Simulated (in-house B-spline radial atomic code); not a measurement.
**Functionals against ionisation energies along an isoelectronic series: Gd to Ho³⁺**

Ionisation energies as differences of self-consistent total energies from an all-electron radial atomic-structure program (B-spline basis): all electrons, radial basis limit, scalar-relativistic (one-electron X2C), spin-polarised at highest spin, spherical densities; exact exchange is averaged over the determinants of each configuration. No spin-orbit coupling, Breit or QED terms. NIST's values run from ground level to ground level, so in open shells the differences also hold multiplet and fine-structure energies that spherical high-spin averages miss. Columns give computed minus NIST, in eV; a star marks a semi-empirical value. Species are left out where the tabulated value is theory, is uncertain by more than 0.12 eV, or (13 ions, such as In⁴⁺, Te⁴⁺ and Bi⁴⁺) lies off its series for all methods alike, which flatters the means a little.

```tsv
species	shell	NIST (eV)	Hartree-Fock	LDA exchange-only	r2SCAN	HSE06	wB97X
Gd	6s	6.15	-1.31	-1.13	-0.53	-0.27	+0.22
Tb⁺	6s	11.51 ± 0.02*	?	?	?	?	?
Dy²⁺	4f	22.89 ± 0.03*	-5.16	-0.77	-0.29	-0.48	-0.41
Ho³⁺	4f	42.52 ± 0.08*	-4.82	-1.12	-0.41	-0.54	-0.48
```

Task: What are the differences for Tb⁺ ([Xe] 4f9 6s1)?

Result: Hartree-Fock -0.81; LDA exchange-only -0.21; r2SCAN +0.03; HSE06 +0.07; wB97X -0.41 eV.

Task: How do the methods rank, and which species is hardest?

Result: Mean absolute (signed) differences: r2SCAN 0.31 (-0.30) eV; HSE06 0.34 (-0.31) eV; wB97X 0.38 (-0.27) eV; LDA exchange-only 0.81 (-0.81) eV; Hartree-Fock 3.03 (-3.03) eV. For Ho³⁺, which loses a 4f electron, the nearest method is off by -0.41 eV, the largest such miss. The first two are tied within the accuracy of the references. Hartree-Fock comes too low mainly by the correlation energy of the removed electron.
